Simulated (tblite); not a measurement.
Start geometry of `C[SiH2][Si@@](O)([SiH3])O[SiH3]` from a force field or distance geometry (Å):
```
atom  x, y, z in Å
C1    -2.785   -1.047    0.024
Si2   -1.063   -1.198    0.620
Si3    0.389   -0.011   -0.770
O4     0.181   -0.482   -2.363
Si5   -0.249    2.218   -0.460
O6     1.963   -0.266   -0.367
Si7    2.992   -0.057    0.923
H8    -2.890   -1.412   -0.995
H9    -3.128   -0.006    0.038
H10   -3.484   -1.620    0.658
H11   -0.940   -0.681    2.016
H12   -0.654   -2.637    0.645
H13    0.944   -0.933   -2.742
H14    0.581    3.111   -1.330
H15   -0.036    2.613    0.955
H16   -1.688    2.408   -0.789
H17    4.346   -0.539    0.567
H18    3.041    1.374    1.275
H19    2.471   -0.825    2.088
```

Task: What comes out of this run: tblite 0.8.0, GFN2-xTB geometry optimisation, gas phase?

Result: 
```
atom  x, y, z in Å
C1    -2.857   -1.167    0.087
Si2   -1.032   -1.395    0.571
Si3    0.268    0.128   -0.603
O4     0.340   -0.254   -2.194
Si5   -0.132    2.404   -0.657
O6     1.794   -0.121   -0.032
Si7    3.002   -0.025    1.028
H8    -3.012   -1.357   -0.972
H9    -3.197   -0.155    0.288
H10   -3.502   -1.844    0.638
H11   -0.942   -1.215    2.032
H12   -0.720   -2.826    0.352
H13    0.782   -1.036   -2.514
H14    0.694    3.202   -1.573
H15    0.051    3.014    0.669
H16   -1.526    2.681   -1.031
H17    4.152   -0.589    0.325
H18    3.201    1.381    1.379
H19    2.625   -0.817    2.200
```

The energy falls by 41.0 kJ/mol over 103 L-BFGS steps, the largest force on an atom goes from 2.36 to 0.009 eV/Å, and the atoms move by 0.309 Å rms after alignment. The bond that changes most is C1–Si2 (Si-methyl carbon to SiH2 silicon), which lengthens by 0.073 Å. Bonds longer at the end by more than 0.005 Å: 1 of 18; shorter: 15. Among the angles that change most is Si2–Si3–Si5, from 103.6° to 124.1°. Among the dihedrals that turn most is Si2–Si3–O4–H13, from -114° to -67°. Rotational constants go from 1314, 780.6, 668.7 to 1239, 811.8, 617.4 MHz. The orientation of the end geometry is arbitrary; only internal coordinates are fixed.

Its lowest GFN2-xTB frequency is 19i cm⁻¹, too small to tell a flat minimum from a shallow saddle. The numbers are those of one conformer. 3 starts were optimised and ended at 0.00, 2.24 and 2.52 kcal/mol (GFN2-xTB); the lowest of these is shown.

All values are computed, not measured.
